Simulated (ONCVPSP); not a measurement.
**Varying the ONCV potential for fluorine**

Base potential:

fluorine (F), optimised norm-conserving Vanderbilt (ONCV), made with ONCVPSP 4.0.1 (LDA (Perdew-Zunger), scalar-relativistic). Core [He], reference 2s2 2p5. Waves: 2s: rc 0.55 bohr, ncon 3, nbas 7, qcut 9.6 1/bohr, 1 projector; 2p: rc 1.15 bohr, ncon 4, nbas 7, qcut 9.9 1/bohr, 3 projectors, debl 0.4 Ha; d scattering state at 0.1 Ha: rc 1.25 bohr, ncon 5, nbas 9, qcut 7.4 1/bohr, 2 projectors, debl 0.3 Ha. Local part: polynomial inside 0.45 bohr (lpopt 5, dvloc0 6 Ha). Core correction: Teter function, fcfact 4.75, rcfact 1.4.

In the p channel the program set the typed energies aside and used -0.415, 0.250, 0.650 Ha.

Cutoffs, loose and tight: the cutoffs (Ha) at which the residual kinetic energy of the hardest occupied pseudo-wave falls to 1 and 0.1 mHa per electron. They do not see the model core or the augmentation charge, which bear on the density cutoff. Test errors are all-electron minus pseudo excitation energies from the reference, over the configurations 2s2 2p4; 2s2 2p3; 2s2 2p2; 2s2 2p1. A dash means not determined; rows that change the core or the reference have their own tests.

A true bound ghost makes a file unfit for plane-wave use even where its test errors are small: the radial tests pick states by their node count and pass the ghost by.

```csv
change,outcome,"cutoff, loose","cutoff, tight",bound ghosts,GHOST(+) flags above zero,largest test error (meV)
base,"generated, projector energies reset by the program",59 Ha,202 Ha,p,d,+1382
p: qcut 6.4,"generated, projector energies reset by the program",106 Ha,202 Ha,p,d,+2705
p: qcut 8.1,"generated, projector energies reset by the program",77 Ha,202 Ha,p,d,+1905
p: qcut 14.8,"generated, projector energies reset by the program",60 Ha,202 Ha,none,d,+691
```

Problem. What comes out with this change to the base: p: qcut 13?

Solution. outcome: generated, projector energies reset by the program; cutoff, loose: 59 Ha; cutoff, tight: 202 Ha; bound ghosts: none; GHOST(+) flags above zero: d; largest test error (meV): +876.

Problem. What comes out with this change to the base: p: qcut 11.2?

Solution. outcome: generated, projector energies reset by the program; cutoff, loose: 59 Ha; cutoff, tight: 202 Ha; bound ghosts: none; GHOST(+) flags above zero: p, d; largest test error (meV): +1121.

Problem. What comes out with this change to the base: p: qcut 9.3?

Solution. outcome: generated, projector energies reset by the program; cutoff, loose: 59 Ha; cutoff, tight: 202 Ha; bound ghosts: p; GHOST(+) flags above zero: p, d; largest test error (meV): +1023.

Reading the sweep of the qcut of the p channel (base included, trends over the rows without a ghost): Bound ghosts are found at 6.4, 8.1, 9.3, 9.9 1/bohr.
